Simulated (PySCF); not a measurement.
Exercise with solution: refractive index and permittivity of the vapour

C₆H₆O, SMILES C#C[C@H]1COC1=C.

Geometry: ωB97X-D3(BJ)/def2-SVP. The structure was generated by enumeration; whether it is a known compound was not checked.

PBE/def2-TZVP in PySCF gives a mean static polarisability of 72.2 bohr³ and a dipole moment of 1.56 D. Take an ideal gas at 298.15 K and 0.1 bar, whether or not the substance is that volatile.

### Question
Work out n − 1 in the optical limit and the static ε − 1.

### Answer

Polarisability volume α' = 72.2 × 0.148185 = 10.70 Å³. Number density N = p/kT = 2.43e-6 Å⁻³.
Dilute limit of Lorentz–Lorenz: n − 1 = 2π N α' = 0.00016.
Orientation term of Debye: μ²/(3kT) = 8.098 Å³ × μ²(D²) = 19.71 Å³.
ε − 1 = 4π N (α' + μ²/3kT) = 0.00093. Orientation of the dipole supplies 65 % of the static response; it can't follow optical fields. Vibrational polarisation and dispersion are left out.
